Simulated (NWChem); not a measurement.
System: TlI; SMILES [I][Tl]

Input file for NWChem:

```
start job
memory heap 200 mb stack 900 mb global 1100 mb
geometry units angstroms noautosym nocenter noautoz
  Tl     0.000000     0.000000    -1.138477
  I      0.000000     0.000000     1.728296
end
basis spherical
  * library def2-svp
end
ecp
  I library def2-ecp
  Tl library def2-ecp
end
dft
  xc xwpbe 1.00 cpbe96 1.0 hfexch 1.00
  cam 0.3 cam_alpha 0.0 cam_beta 1.0
  iterations 150
  vectors input atomic output neutral.movecs
end
task dft energy
charge 1
dft
  odft
  mult 2
  vectors input atomic output cation.movecs
end
task dft energy
```

Structure relaxed at the PBE0/def2-SVP level. def2 effective core potentials on I, Tl; no spin-orbit coupling.

Ions are spin-unrestricted doublets at the neutral geometry; other ion states weren't tried. Functional: LC-ωPBE (HJS hole) with def2-SVP; the question gives the range parameter ω in 1/bohr.

Q: Give the results of this calculation. (LC-wPBE (HJS exchange hole, range parameter 0.3 per bohr)/def2-SVP with def2 effective core potentials on I, Tl, vertical spin-unrestricted ions.) Quantities: vertical ionisation energy, ΔSCF (eV); −ε(HOMO) (eV).

A: 
```
Item                                   Result
-------------------------------------  ------
vertical ionisation energy, ΔSCF (eV)    8.90
−ε(HOMO) (eV)                            8.74
```
